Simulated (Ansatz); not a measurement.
Br3In, singlet, at a GFN2-xTB geometry (such geometries of metal compounds can be far from the true shape) (core potentials on In); Ansatz (a program for electronic structure) with B3LYP/def2-TZVP.

Ansatz was given this input:
Ansatz 0.2 input:
```yaml
crystal:
  periodic: [false, false, false]
  atoms:
    - {symbol: In, position_ang: [-0.00000000, -0.00000000, -0.00000000]}
    - {symbol: Br, position_ang: [-1.98881671, -1.48844692, -0.19430253]}
    - {symbol: Br, position_ang: [0.00646487, 2.22371074, -1.12413895]}
    - {symbol: Br, position_ang: [1.98235183, -0.73526381, 1.31844148]}
basis:
  gaussian:
    orbitals: def2-TZVP
hamiltonian:
  xc: b3lyp
```

What the program printed (banner, timings and long lists left out):

```
Functional definition: B3LYP
1704 factors; their error is unknown
mean field evaluation 1: about -215319.2035 eV, gradient 2.2e1 eV
mean field evaluation 2: about -215317.9424 eV, gradient 3.2e1 eV
mean field evaluation 4: about -215320.4827 eV, gradient 8.3e-1 eV
mean field evaluation 8: about -215321.5576 eV, gradient 5.5e-1 eV
mean field evaluation 16: about -215321.5579 eV, gradient 2.5e-5 eV
mean field -215321.55786634 eV, -7912.9213013942 hartree, gradient 2.5e-5 eV, S^2 0.000000; 0 other end points of the search recorded, 0 dependent functions left out
reference -215321.55812820 eV, -7912.9213110173 hartree; 63, 63 occupied and 131, 131 virtual orbitals, 1704 factors
Total energy: -215321.55812820 eV, -7912.9213110173 hartree
```
